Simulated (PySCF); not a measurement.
CH3BI2O. Atoms are numbered in the order given.

```xyz
8

B     -0.6504     0.0120     0.0000
I      0.2113     1.9764     0.0000
I      0.6279    -1.7321     0.0000
O     -1.9762    -0.0810     0.0000
C     -2.7550    -1.2734     0.0000
H     -2.5383    -1.8740     0.8964
H     -3.8101    -0.9719     0.0000
H     -2.5383    -1.8740    -0.8964
```
Charge 0, spin multiplicity 1.

Geometry optimised at r2SCAN-D4/def2-SVP. The def2 effective core potentials stand for the cores of I; spin–orbit coupling is left out. One conformer was computed; it need not be the lowest.

Method: TDDFT-CAM-B3LYP/def2-SVPD run with PySCF.

Vertical excitations. The molecule is in vacuum. State labels are in the subgroup Cs.

Computed lowest excited states:
| state | symmetry | energy (eV) | λ (nm) | f | main pairs |
|---|---|---|---|---|---|
| S1 | A" | 5.12 | 242 | 0.000 | HOMO→LUMO 99 % |
| S2 | A' | 5.59 | 222 | 0.001 | HOMO→LUMO+1 56 %, HOMO−1→LUMO 30 % |
| S3 | A' | 5.83 | 213 | 0.169 | HOMO−1→LUMO 64 %, HOMO→LUMO+1 23 % |
| S4 | A" | 5.85 | 212 | 0.000 | HOMO−2→LUMO 98 % |
| S5 | A" | 5.89 | 211 | 0.000 | HOMO−1→LUMO+1 79 % |
| S6 | A' | 6.25 | 198 | 0.005 | HOMO−2→LUMO+1 58 %, HOMO−3→LUMO 14 %, HOMO→LUMO+2 10 % |
| S7 | A' | 6.36 | 195 | 0.066 | HOMO−3→LUMO 80 % |
| S8 | A" | 6.39 | 194 | 0.011 | HOMO−3→LUMO+1 71 % |
| S9 | A" | 6.46 | 192 | 0.000 | HOMO−4→LUMO 95 % |
| S10 | A' | 6.73 | 184 | 0.020 | HOMO→LUMO+3 53 %, HOMO→LUMO+2 23 %, HOMO→LUMO+1 8 % |
| T1 | A" | 5.01 | 248 | 0 | HOMO→LUMO 98 % |
| T2 | A' | 5.13 | 242 | 0 | HOMO→LUMO+1 60 %, HOMO−1→LUMO 17 % |
| T3 | A' | 5.18 | 239 | 0 | HOMO−1→LUMO 80 %, HOMO→LUMO+1 13 % |
| T4 | A" | 5.47 | 227 | 0 | HOMO−1→LUMO+1 69 % |
Triplets are in the Tamm–Dancoff approximation, which puts them higher than full response would, so one can lie above its singlet here.
